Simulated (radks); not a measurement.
Valence configurations of neutral nitrogen (all share [He]). Method: Dirac Kohn-Sham, PBEsol, spin-unpolarised, spherical densities, finite nucleus; open shells fill j = l - 1/2 first; Fermi nuclear charge, rms radius 2.5582 fm; computed with a radial shooting solver on a logarithmic mesh with Libxc functionals. Energies are relative to 2s2 2p3; eigenvalues in eV.

valence      E (eV)  e(2p1/2)  e(2p3/2)  e(2s1/2)
2s2 2p3       0.000    -7.044    -7.025   -18.451
2s1 2p4      11.440    -7.471    -7.451   -18.906
2s1.5 2p3.5   5.717    -7.262    -7.243   -18.684
2s0.5 2p4.5  17.171    -7.670    -7.651   -19.118
2p5          22.908    -7.862    -7.842         -

NIST lists [He] 2s2 2p3 as the ground configuration; this level of theory agrees among the configurations tried. The energies are those of spherical spin-averaged densities, not of single terms.
